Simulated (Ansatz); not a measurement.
System: CH$_{5}$GeN, charge 0, singlet. CH5GeN (SMILES [CH3][Ge][NH2]).
B3LYP-D3(BJ)/def2-TZVP minimum from Ansatz (an electronic-structure program):
```xyz
8

Ge    -0.2244    -0.0110     0.4416
C      0.7351     1.3986    -0.6388
H      0.3866     2.3983    -0.3746
H      0.6180     1.2524    -1.7147
H      1.8024     1.3484    -0.3995
N     -0.0175    -1.3548    -0.7864
H      0.4365    -1.2635    -1.6843
H     -0.3497    -2.2921    -0.6192
```
Charge 0, spin multiplicity 1.

Atomisation energy term by term, kcal/mol (programs: Ansatz). Open shells are spin-unrestricted; no spin-orbit coupling. Cores are frozen in correlated methods (noble-gas shells, and filled d and f shells in the p block). No relativity. CBS(X,Y): correlation extrapolated as X^-3, Hartree-Fock from the larger set. A bracket is a step between two methods taken in the basis named. For partners of very few electrons the exact lower level stands in for a higher one.

```tsv
term	basis	kcal/mol
Hartree-Fock	cc-pVQZ	453.82
CCSD correlation	CBS(cc-pVTZ,cc-pVQZ)	182.02
(T)	CBS(cc-pVTZ,cc-pVQZ)	10.91
CCSDT(Q) - CCSD(T)	cc-pVDZ	0.84
sum: De		647.6
```
